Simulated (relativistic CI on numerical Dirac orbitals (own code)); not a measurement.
# La V: computed level list

These numbers are calculated, not measured: Dirac-Coulomb-Breit CI, KLI orbitals optimised for each configuration, model QED, valence Slater integrals scaled by 0.85, P86 correlation energy added to each configuration (own radial code, finite nucleus).

Configurations in the expansion (outside the closed core [Kr] 4d10): 5s2 5p5, 5s 5p6, 5s2 5p4 5d, 5s2 5p4 4f, 5s2 5p4 5f, 5s 5p5 5d, 5s2 5p4 5g, 5s2 5p4 6s, 5s2 5p3 4f 5d, 5s2 5p4 6p, 5s 5p5 5f, 5s 5p5 4f. Double excitations out of closed p, d and f shells are left out; levels of such configurations are missing from the list, as are those of other unlisted configurations, and high levels can miss mixing partners.

The lowest level is 5s2 5p5 2P°_3/2, with 99 % of that term; Hund's rules for 5s2 5p5 give 2P° with J = 3/2, in agreement.

| No. | Configuration | Term | J | E (cm⁻¹) | % | Next component (%) | jj configuration (%) |
| --- | --- | --- | --- | --- | --- | --- | --- |
| 1 | 5s2 5p5 | 2P° | 3/2 | 0.0 | 99 | 1 5s2 5p4 4f 2P° | 5p3/2^3 (99) |
| 2 | 5s2 5p5 | 2P° | 1/2 | 21551.1 | 98 | 1 5s2 5p4 4f 2P° | 5p1/2 5p3/2^4 (98) |
| 3 | 5s2 5p4 4f | 4F° | 7/2 | 136552.4 | 79 | 8 2F° | 5p3/2^2 4f5/2 (54) |
| 4 | 5s2 5p4 4f | 4F° | 5/2 | 136758.4 | 71 | 16 2F° | 5p3/2^2 4f5/2 (87) |
| 5 | 5s2 5p4 4f | 4F° | 9/2 | 137753.6 | 80 | 12 4G° | 5p3/2^2 4f7/2 (73) |
| 6 | 5s2 5p4 4f | 4F° | 3/2 | 138927.3 | 64 | 23 2D° | 5p3/2^2 4f5/2 (73) |
| 7 | 5s2 5p4 4f | 4G° | 11/2 | 144795.5 | 78 | 22 2H° | 5p3/2^2 4f7/2 (98) |
| 8 | 5s2 5p4 4f | 4D° | 1/2 | 145607.6 | 71 | 28 2P° | 5p3/2^2 4f5/2 (99) |
| 9 | 5s2 5p4 4f | 2G° | 9/2 | 146064.7 | 46 | 27 2H° | 5p3/2^2 4f5/2 (89) |
| 10 | 5s 5p6 | 2S | 1/2 | 147651.4 | 64 | 33 5s2 5p4 5d 2S | 5s (64) |
| 11 | 5s2 5p4 4f | 4D° | 3/2 | 148803.2 | 42 | 34 2P° | 5p3/2^2 4f7/2 (83) |
| 12 | 5s2 5p4 4f | 2F° | 5/2 | 149179.8 | 59 | 27 4D° | 5p3/2^2 4f7/2 (72) |
| 13 | 5s2 5p4 4f | 2F° | 7/2 | 151630.2 | 47 | 24 2G° | 5p3/2^2 4f7/2 (53) |
| 14 | 5s2 5p4 4f | 2D° | 3/2 | 156949.1 | 48 | 35 4F° | 5p1/2 5p3/2^3 4f5/2 (80) |
| 15 | 5s2 5p4 4f | 4G° | 5/2 | 157318.5 | 68 | 20 2F° | 5p3/2^2 4f5/2 (57) |
| 16 | 5s2 5p4 4f | 4G° | 7/2 | 157586.9 | 42 | 26 2F° | 5p3/2^2 4f7/2 (64) |
| 17 | 5s2 5p4 4f | 4D° | 5/2 | 161398.6 | 40 | 22 2F° | 5p1/2 5p3/2^3 4f5/2 (46) |
| 18 | 5s2 5p4 4f | 4G° | 9/2 | 161459.7 | 54 | 27 2G° | 5p1/2 5p3/2^3 4f7/2 (88) |
| 19 | 5s2 5p4 4f | 2F° | 7/2 | 165736.4 | 36 | 36 4D° | 5p1/2 5p3/2^3 4f5/2 (56) |
| 20 | 5s2 5p4 4f | 2D° | 5/2 | 167397.1 | 75 | 16 4D° | 5p1/2 5p3/2^3 4f7/2 (83) |
| 21 | 5s2 5p4 4f | 2G° | 7/2 | 167601.4 | 67 | 20 4D° | 5p1/2 5p3/2^3 4f7/2 (69) |
| 22 | 5s2 5p4 4f | 2P° | 1/2 | 167795.2 | 70 | 29 4D° | 5p1/2 5p3/2^3 4f5/2 (99) |
| 23 | 5s2 5p4 4f | 2H° | 9/2 | 168079.7 | 70 | 26 2G° | 5p1/2 5p3/2^3 4f5/2 (97) |
| 24 | 5s2 5p4 4f | 2P° | 3/2 | 168098.0 | 61 | 26 4D° | 5p1/2 5p3/2^3 4f7/2 (52) |
| 25 | 5s2 5p4 5d | 4D | 5/2 | 168272.0 | 74 | 9 2D | 5p3/2^2 5d3/2 (65) |
| 26 | 5s2 5p4 4f | 2H° | 11/2 | 168883.6 | 78 | 22 4G° | 5p1/2 5p3/2^3 4f7/2 (98) |
| 27 | 5s2 5p4 5d | 4D | 3/2 | 168982.6 | 65 | 15 2D | 5p3/2^2 5d3/2 (86) |
| 28 | 5s2 5p4 5d | 4D | 7/2 | 169213.5 | 75 | 15 4F | 5p3/2^2 5d5/2 (68) |
| 29 | 5s2 5p4 5d | 4D | 1/2 | 171138.9 | 50 | 38 2P | 5p3/2^2 5d3/2 (52) |
| 30 | 5s2 5p4 4f | 2F° | 7/2 | 174599.2 | 83 | 9 4F° | 5p1/2 5p3/2^3 4f7/2 (60) |
| 31 | 5s2 5p4 4f | 2D° | 5/2 | 175391.1 | 71 | 11 2F° | 5p1/2 5p3/2^3 4f5/2 (60) |
| 32 | 5s2 5p4 5d | 4F | 9/2 | 175408.7 | 81 | 17 2G | 5p3/2^2 5d5/2 (95) |
| 33 | 5s2 5p4 4f | 2G° | 7/2 | 178303.0 | 86 | 12 2F° | 5p1/2 5p3/2^3 4f5/2 (79) |
| 34 | 5s2 5p4 5d | 2F | 7/2 | 178874.1 | 41 | 29 4F | 5p3/2^2 5d3/2 (76) |
| 35 | 5s2 5p4 4f | 2G° | 9/2 | 180138.9 | 93 | 4 4G° | 5p1/2 5p3/2^3 4f7/2 (90) |
| 36 | 5s2 5p4 4f | 2F° | 5/2 | 181461.3 | 94 | 5 2D° | 5p1/2 5p3/2^3 4f5/2 (45) |
| 37 | 5s2 5p4 4f | 2D° | 3/2 | 181609.3 | 94 | 4 2P° | 5p1/2 5p3/2^3 4f5/2 (51) |
| 38 | 5s2 5p4 5d | 2D | 3/2 | 184828.6 | 44 | 31 4P | 5p3/2^2 5d3/2 (53) |
| 39 | 5s2 5p4 5d | 2P | 1/2 | 186422.6 | 48 | 37 4P | 5p1/2 5p3/2^3 5d3/2 (47) |
| 40 | 5s2 5p4 5d | 4P | 1/2 | 187245.9 | 47 | 38 4D | 5p1/2 5p3/2^3 5d3/2 (67) |
| 41 | 5s2 5p4 5d | 4F | 5/2 | 189282.3 | 79 | 8 2D | 5p1/2 5p3/2^3 5d3/2 (49) |
| 42 | 5s2 5p4 5d | 4F | 3/2 | 190244.0 | 63 | 19 4P | 5p1/2 5p3/2^3 5d3/2 (41) |
| 43 | 5s2 5p4 5d | 4P | 5/2 | 191908.3 | 54 | 22 2D | 5p3/2^2 5d5/2 (68) |
| 44 | 5s2 5p4 5d | 2D | 3/2 | 192658.8 | 34 | 28 2P | 5p1/2 5p3/2^3 5d3/2 (58) |
| 45 | 5s2 5p4 5d | 4F | 7/2 | 194380.7 | 47 | 27 2F | 5p1/2 5p3/2^3 5d5/2 (86) |

Energies count from the lowest computed level; ° marks odd parity. Filled j subshells are mostly left out of the jj labels.

The mean weight of the leading LS term, summed over parents, in these 45 levels is 65 %, and that of the leading jj configuration (from the same eigenvectors) 72 %.

At this charge configurations can still be misplaced by up to about 7 % of their energy. Levels and lines within the n = 5 or 6 shells can be off by up to 10 % or somewhat more, and those that change n by about 2 %, since core polarisation is missing. 7 of the 23 excited levels that our extract of the measured tables holds in this range could be paired (the sources list more); they are missed by 2387 cm⁻¹ on average and 4681 at most, and levels without a partner can miss by more. Some levels of the ground configuration have no partner and can miss by 10 % or more. Levels that differ in their count of f electrons can be misplaced by several ten thousand cm⁻¹, since the correlation energy of f electrons is missing or only estimated; rates across such gaps can be off by orders of magnitude.

LS names give the leading component of a level, which can be under half, so a name can repeat, a term be missing and a line seem to break the LS rules.
